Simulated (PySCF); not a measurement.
Compound: C3H7NSi.
Numbering: `[SiH3:1][CH2:2][C@H:3]1[CH:4]=[N:5]1` (hydrogens: H6, H7, H8 on Si1; H9, H10 on C2; H11 on C3; H12 on C4)

A GFN2-xTB structure was refined with PBE0-D3(BJ)/def2-SVP geometry optimisation, gas phase in PySCF 2.14.0. Its GFN2-xTB values:

| coordinate | GFN2-xTB |
| --- | --- |
| Si1–C2 | 1.929 Å |
| Si1–H6 | 1.439 Å |
| C2–C3 | 1.517 Å |
| C2–H9 | 1.075 Å |
| C2–H10 | 1.086 Å |
| C3–C4 | 1.439 Å |
| C3–N5 | 1.496 Å |
| C3–H11 | 1.068 Å |
| C4=N5 | 1.237 Å |
| C4–H12 | 1.080 Å |
| Si1–C2–C3 | 114.0° |
| C2–C3–C4 | 119.7° |
| C2–C3–N5 | 118.2° |
| C3–C4–N5 | 67.5° |
| C3–N5–C4 | 62.7° |
| C4–C3–N5 | 49.8° |
| C2–C3–N5–C4 | -106° |

Problem. How do these coordinates change at the PBE0-D3(BJ)/def2-SVP level?

Solution. 
| coordinate | PBE0-D3(BJ)/def2-SVP (Å or °) | change |
| --- | --- | --- |
| Si1–H6 | 1.495 | +0.056 |
| Si1–C2 | 1.893 | -0.036 |
| C3–H11 | 1.099 | +0.031 |
| C2–H9 | 1.105 | +0.030 |
| C3–N5 | 1.522 | +0.026 |
| C2–H10 | 1.104 | +0.018 |
| C4=N5 | 1.253 | +0.016 |
| C4–H12 | 1.093 | +0.013 |
| C3–C4 | 1.449 | +0.010 |
| C2–C3 | 1.510 | -0.007 |
| C2–C3–C4 | 123.8 | +4.1 |
| Si1–C2–C3 | 116.1 | +2.1 |
| C2–C3–N5 | 119.7 | +1.5 |
| C3–N5–C4 | 62.1 | -0.6 |
| C3–C4–N5 | 68.1 | +0.6 |
| C4–C3–N5 | 49.8 | 0.0 |
| C2–C3–N5–C4 | -111 | -5 |

The energy falls by 4.4 kcal/mol over 5 energy and gradient evaluations, the largest force component goes from 0.0304 to 3.6e-04 Eh/bohr, and the atoms move by 0.073 Å rms after alignment. Among the bonds, Si1–H6 and Si1–H8 change most and about equally (+0.056 Å). Bonds longer at the end by more than 0.005 Å: 10 of 12; shorter: 2. Rotational constants go from 8145, 2808, 2421 to 8278, 2668, 2331 MHz.

The run used 109 basis functions and 37 SCF cycles in all.

Stationary, but not proved a minimum. One conformer, not necessarily the lowest.

Shape of the structure used: `[SiH3:1][CH2:2][C@H:3]1[CH:4]=[N:5]1`: Si1–C2–C3–C4 -31°.
